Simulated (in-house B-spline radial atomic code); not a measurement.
A fraction x of an electron is removed from 4d in Rh+, starting from [Kr] 4d8 and keeping the highest spin. Method: scalar-relativistic (X2C) TPSSh, spin-polarised, spherical fractional occupations, Fermi nucleus of rms radius 4.4945 fm. Calculated with an all-electron radial atomic-structure program (B-spline basis).

Caution: exact exchange at fractional occupations of open shells leaves self-interaction of up to several eV.

```csv
x,E(x) - E(0) (eV),4d down level (eV)
0,0.0000,-12.743
0.09,1.1895,-13.694
0.19,2.6124,-14.767
0.35,5.1150,-16.522
0.4,5.9550,-17.079
0.5,7.7191,-18.206
0.56,8.8319,-18.889
0.68,11.1814,-20.274
0.81,13.9159,-21.799
0.95,17.0843,-23.468
1,18.2727,-24.072
```

The exact functional would give a straight line between the two integer points. Deviations E(x) - E(0) - x[E(1) - E(0)], in eV: -0.455 at x = 0.09, -0.859 at x = 0.19, -1.28 at x = 0.35, -1.354 at x = 0.4, -1.417 at x = 0.5, -1.401 at x = 0.56, -1.244 at x = 0.68, -0.885 at x = 0.81, -0.275 at x = 0.95.

The curve lies below the straight line by up to 1.417 eV (at x = 0.5): convex, the delocalisation error, to which spherically averaged exact exchange adds.

Problem. How well does Slater's transition state (minus the level at half occupation) give the ionisation energy?

Solution. It gives 18.206 eV against 18.273 eV from the two total energies; NIST lists 18.08 eV, ground level to ground level. The end point has an open shell averaged over its orbitals, so its exact exchange keeps a self-interaction and this is no true integer point.
